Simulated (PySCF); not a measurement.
Isomers of C3H9BS, mass 88.052 u with the commonest isotopes. Computed with PBE0-D3(BJ)/def2-SVP geometry optimisation, gas phase in PySCF 2.14.0. One conformer each, none proved a minimum here; rigid rotors.

Question: Order these by rotational constant B, smallest first.
A. `[CH3:1][B:2]([CH3:3])[CH2:4][SH:5]` with C1–B2–C4–S5 -158°, B2–C4–S5–H -176°
B. `CSB(C)C` (BMe2(SMe))
C. `[CH3:1][CH2:2][BH:3][S:4][CH3:5]` with C1–C2–B3–S4 137°, C2–B3–S4–C5 177°

Answer: C (1570 MHz), A (2119 MHz), B (2785 MHz).

Question: Order these by rotational constant C, smallest first.
A. `[CH3:1][B:2]([CH3:3])[CH2:4][SH:5]` with C1–B2–C4–S5 -158°, B2–C4–S5–H -176°
B. BMe2(SMe) (`CSB(C)C`)
C. `[CH3:1][CH2:2][BH:3][S:4][CH3:5]` with C1–C2–B3–S4 137°, C2–B3–S4–C5 177°

Answer: C (1478 MHz), A (1691 MHz), B (1942 MHz).

Question: Order these by out-of-plane moment Σ m c² = (Ia + Ib − Ic)/2, smallest first.
A. `CSB(C)C` (BMe2(SMe))
B. `[CH3:1][CH2:2][BH:3][S:4][CH3:5]` with C1–C2–B3–S4 137°, C2–B3–S4–C5 177°
C. `[CH3:1][B:2]([CH3:3])[CH2:4][SH:5]` with C1–B2–C4–S5 -158°, B2–C4–S5–H -176°

Answer: A (4.74 u·Å²), C (6.82 u·Å²), B (9.93 u·Å²).

```
 SMILES  point group  Ia (u·Å²)  Ib (u·Å²)  Ic (u·Å²)      κ  μa (D)  μb (D)  μc (D)
CSB(C)C           Cs      88.32     181.43     260.27  -0.55    0.43    1.45    0.01
  CCBSC           C1      39.88     321.81     341.83  -0.98    0.69    0.77    0.21
CB(C)CS           C1      73.87     238.54     298.78  -0.83    0.86    1.23    0.54
```
